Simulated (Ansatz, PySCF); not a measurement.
Species: sum formula H$_{4}$Si$_{2}$OCl$_{2}$ (charge 0, singlet). 
Structure (B3LYP-D3(BJ)/def2-TZVP (Ansatz, a program for electronic structure) minimum search):
```
O
Si 1 1.6096
Si 1 1.6524 2 147.23
H 2 1.4622 1 109.98 3 179.89
H 3 1.4760 1 107.23 2 178.60
H 3 1.4779 5 110.34 1 -119.10
H 3 1.4780 5 110.34 6 -121.75
Cl 2 2.0507 4 109.22 1 -120.76
Cl 2 2.0507 4 109.21 1 120.75
```

Total electronic energies in hartree. Correlated levels leave the core frozen unless marked. Spin-orbit coupling is left out. No relativistic terms. Basis-set limits of correlation are two-point, X^-3; Hartree-Fock from the larger set. The bracket is a focal-point correction in the basis named.

```json
[
 {"level": "HF/STO-3G", "program": "Ansatz", "energy (Eh)": "-1556.70251"},
 {"level": "HF/aug-cc-pV(D+d)Z", "program": "Ansatz", "energy (Eh)": "-1574.29477"},
 {"level": "HF/aug-cc-pV(Q+d)Z", "program": "Ansatz", "energy (Eh)": "-1574.40131"},
 {"level": "HF/cc-pV(Q+d)Z", "program": "Ansatz", "energy (Eh)": "-1574.40073"},
 {"level": "HF-D4/def2-TZVPD", "program": "PySCF + dftd4", "energy (Eh)": "-1574.38760"},
 {"level": "BLYP/def2-TZVPD", "program": "PySCF", "energy (Eh)": "-1577.26061"},
 {"level": "revPBE-D3(BJ)/def2-TZVPD", "program": "Ansatz + dftd3", "energy (Eh)": "-1576.98699"},
 {"level": "PBE0/6-31G*", "program": "Ansatz", "energy (Eh)": "-1576.49185"},
 {"level": "PBE0-D3(BJ)/def2-TZVP", "program": "Ansatz + dftd3", "energy (Eh)": "-1576.66966"},
 {"level": "BHLYP-D3(BJ)/def2-TZVPD", "program": "Ansatz + dftd3", "energy (Eh)": "-1577.28060"},
 {"level": "TPSSh-D3(BJ)/def2-TZVPD", "program": "PySCF + dftd3", "energy (Eh)": "-1577.37421"},
 {"level": "HSE06-D3(BJ)/def2-TZVPD", "program": "Ansatz + dftd3", "energy (Eh)": "-1576.63808"},
 {"level": "HSE06-D4/def2-TZVPD", "program": "Ansatz + dftd4", "energy (Eh)": "-1576.63877"},
 {"level": "B2PLYP-D4/def2-TZVPD", "program": "Ansatz + dftd4", "energy (Eh)": "-1576.75193"},
 {"level": "PBE-QIDH/def2-TZVPD", "program": "Ansatz", "energy (Eh)": "-1576.31939"},
 {"level": "MP2/6-31G", "program": "Ansatz", "energy (Eh)": "-1574.27414"},
 {"level": "MP2/6-31G*", "program": "Ansatz", "energy (Eh)": "-1574.77062"},
 {"level": "RI-MP2/aug-cc-pV(T+d)Z", "program": "Ansatz", "energy (Eh)": "-1575.25104"},
 {"level": "RI-MP2/CBS(aug-cc-pV(T+d)Z,aug-cc-pV(Q+d)Z)", "program": "Ansatz", "energy (Eh)": "-1575.3866"},
 {"level": "CCSD/STO-3G", "program": "Ansatz", "energy (Eh)": "-1556.85343"},
 {"level": "CCSD(T)/STO-3G", "program": "Ansatz", "energy (Eh)": "-1556.85808"},
 {"level": "CCSD(T)/6-31G", "program": "Ansatz", "energy (Eh)": "-1574.31466"},
 {"level": "RI-MP2/CBS(aug-cc-pV(T+d)Z,aug-cc-pV(Q+d)Z)+[CCSD(T)-MP2]/aug-cc-pV(T+d)Z", "program": "Ansatz", "energy (Eh)": "-1575.4816"}
]
```

Totals of different functionals don't rank their quality; only differences between species are comparable.
